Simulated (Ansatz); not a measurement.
This geometry of Cl2Zn + H2 (5 atoms, charge 0, multiplicity 1) is a first-order saddle point.

Theory: Ansatz 0.2.0, RKS B3LYP-D4/def2-TZVP.

```xyz
5
Properties=species:S:1:pos:R:3
Zn -0.632 0.000 -0.140
Cl 0.196 0.000 2.209
Cl 0.390 0.000 -1.989
H -1.999 0.000 0.817
H -1.241 0.000 1.606
```

Q: Which two structures does it join? (They come from a converged band through this point; their orientation in space is the band's.)

A: Bonds broken: Zn1–Cl2, H4–H5. Bonds formed: Zn1–H4, Cl2–H5. Cl2Zn + H2 becomes ClH + ClHZn.

First end point:

```xyz
5
Properties=species:S:1:pos:R:3
Zn 0.434 0.000 0.249
Cl 0.963 0.000 2.283
Cl -0.003 0.000 -1.807
H -2.424 0.000 0.526
H -2.255 0.000 1.253
```

Last end point:

```xyz
5
Properties=species:S:1:pos:R:3
Zn -0.989 0.000 -0.650
Cl 0.163 0.000 2.131
Cl 0.932 0.000 -1.565
H -2.443 0.000 -0.189
H -0.947 0.000 2.777
```

Q: How far does it lie above each of them?

A: 1.55 eV above the first and 0.63 eV above the second. This is the barrier of this one path; another mechanism may lie lower. The orbitals stay closed-shell, which can raise the energy where a bond breaks towards radicals; this wasn't checked here.

Run time: 110 s on 4 threads of Arm Neoverse V2, on a shared host, peak memory 0.37 GiB.
